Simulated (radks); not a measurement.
Spherical quantum dot in the effective-mass picture: electrons in a parabolic well V = omega^2 r^2 / 2 with omega = 1.15, all in effective atomic units (hartree* = m*/eps^2 hartree, bohr* = eps/m* bohr), one dielectric constant everywhere. Method: non-relativistic Kohn-Sham, LDA (Slater exchange, Perdew-Wang correlation), spin-polarised, spherical densities; computed with a radial shooting solver with Libxc functionals. Levels are named by radial order and angular momentum (1s, 1p, 1d, 2s, ...), and open shells are averaged over m.

N = 4, configuration 1s2 1p(up 2, down 0). This is the lowest configuration that the search found. Occupied and some empty levels:

| level | occupation | eigenvalue (hartree*) | <r> (bohr*) |
|---|---|---|---|
| 1s up | 1 | 3.9447 | 1.198 |
| 1s down | 1 | 4.0558 | 1.192 |
| 1p up | 2 | 4.8398 | 1.534 |
| 1p down | 0 | 4.9582 | 1.541 |
| 1d up | 0 | 5.8071 | 1.796 |
| 1d down | 0 | 5.9164 | 1.810 |
| 2s up | 0 | 5.9316 | 1.645 |
| 2s down | 0 | 6.0097 | 1.657 |
| 1f up | 0 | 6.8214 | 2.020 |
| 1f down | 0 | 6.9156 | 2.036 |

Energy (hartree*): total 12.9560, kinetic 3.7834, external 5.6177, Hartree 5.2518, exchange-correlation -1.6968.
